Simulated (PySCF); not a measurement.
## Structure from 2D NMR

Compound of formula C$_{12}$H$_{17}$OP. Correlations simulated from computed shifts and the bond graph:

HSQC (one-bond C–H):
```
  δH     δC
8.23  138.2
7.49  136.6
7.46  131.8
7.44  131.5
2.12   26.1
1.69   26.1
1.69   38.7
1.58   38.7
1.36   19.4
1.29   33.0
1.19   33.8
```

COSY cross peaks (H two or three bonds apart, from the bond graph; peaks can be absent where the dihedral angle is near 90°):
```
  δH    δH
8.23  7.46
7.49  7.46
7.49  7.44
2.12  1.69
2.12  1.69
2.12  1.58
1.69  1.69
1.69  1.58
1.69  1.58
```

HMBC (two and three bonds, from the bond graph):
```
  δH                                δC
8.23        154.6, 137.5, 136.6, 131.8
7.49        154.6, 138.2, 131.8, 131.5
7.46        138.2, 137.5, 136.6, 131.5
7.44  154.6, 137.5, 136.6, 131.8, 36.0
2.12           137.5, 38.7, 36.0, 19.4
1.69           137.5, 38.7, 36.0, 19.4
1.69     154.6, 36.0, 33.8, 33.0, 26.1
1.58     154.6, 36.0, 33.8, 33.0, 26.1
1.36                       137.5, 26.1
1.29           154.6, 38.7, 36.0, 33.8
1.19           154.6, 38.7, 36.0, 33.0
```

Carbons without hydrogens: δ 154.6, 137.5, 36.0.

Theory: geometry from PBE0-D3(BJ)/def2-SVP, shieldings: GIAO PBE0/pcSseg-1, in PySCF 2.14 (in vacuum, rapidly exchanging positions averaged, one computed conformer, non-relativistic).

Chemical shifts δ = σref − σ; 1H, 13C against TMS, all at this level.

Exchangeable hydrogens are left out of these lists.

Which molecule is this?

## Answers

SMILES CC1(C)CC[P@](C)(=O)c2ccccc21.

Atom-mapped SMILES (the numbers label the heavy atoms): `[CH3:1][C:2]1([CH3:3])[CH2:4][CH2:5][P@:6]([CH3:7])(=[O:8])[c:9]2[cH:10][cH:11][cH:12][cH:13][c:14]21`; H(Xn) means a hydrogen on atom n. Ha(C4), Ha(C5) are pro-R; Hb(C4), Hb(C5) are pro-S.

1. δC 154.6 is C14, a substituted aromatic carbon.
2. δC 138.2 is C10, an aromatic CH (δH 8.23).
3. δC 137.5 is C9, a substituted aromatic carbon.
4. δC 136.6 is C12, an aromatic CH (δH 7.49).
5. δC 131.8 is C11, an aromatic CH (δH 7.46).
6. δC 131.5 is C13, an aromatic CH (δH 7.44).
7. δC 38.7 is C4, an sp3 CH2 in a ring (δH 1.69, 1.58).
8. δC 36.0 is C2, a quaternary sp3 carbon on an aromatic ring.
9. δC 33.8 is C3, a methyl carbon (δH 1.19).
10. δC 33.0 is C1, a methyl carbon (δH 1.29).
11. δC 26.1 is C5, an sp3 CH2 bonded to P (δH 1.69, 2.12).
12. δC 19.4 is C7, a methyl carbon bonded to P (δH 1.36).
13. HMBC from δH 8.23 reaches the proton-free carbons C14, C9.
14. HMBC from δH 7.49 reaches the proton-free carbon C14.
15. HMBC from δH 7.46 reaches the proton-free carbon C9.
16. HMBC from δH 7.44 reaches the proton-free carbons C14, C9, C2.
17. COSY links 8.23–7.46, 7.49–7.46, 7.49–7.44, 2.12–1.69, 2.12–1.69, 2.12–1.58.

This is the structure that produced the data.

Shifts are as computed. Against solution values, carbons near 30 ppm lie about +2 ppm off and those near 130 ppm about +5 ppm. Of 1211 compounds with measured shifts, 218 miss one by over three times the rms of a fit or turn the order of signals round; such compounds aren't used in these exercises.
